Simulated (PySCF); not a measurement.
## An isoelectronic set: 49 electrons

CCSD(T) in PySCF with def2-TZVPPD on every atom, for the lowest determinant that a PBE0 search found; no spin–orbit coupling. All have 49 electrons, 11 of them in the valence shells, and the same state, a doublet (π ↑). For ions De leads to the atom and ion picked by measured ionisation energies and electron affinities.

```tsv
species	difference of nuclear charges	Re (Å)	ωe (cm⁻¹)	k (mdyn/Å)	De (eV)	dissociates to
GaCl⁻	14	2.402	246	0.826	1.35	Ga + Cl⁻
AlBr⁻	22	2.511	251	0.744	1.37	Al + Br⁻
GeCl	15	2.178	410	2.35	3.94	Ge + Cl
SiBr	21	2.237	421	2.16	3.71	Si + Br
PBr⁺	20	2.067	540	3.82	4.12	P⁺ + Br
```

Q: Which member of the whole set has the stiffest bond, and how does it compare with the softest?

A: PBr⁺ with k = 3.82 mdyn/Å, 5.1 times that of AlBr⁻.

Correlated steps freeze 14 core orbitals. Spin–orbit coupling is left out. For an ion De counts to the pair picked by the measured ionisation energies or electron affinities, which need not be the lowest pair at this level. States were picked by a PBE0 search and need not be the measured ground states.
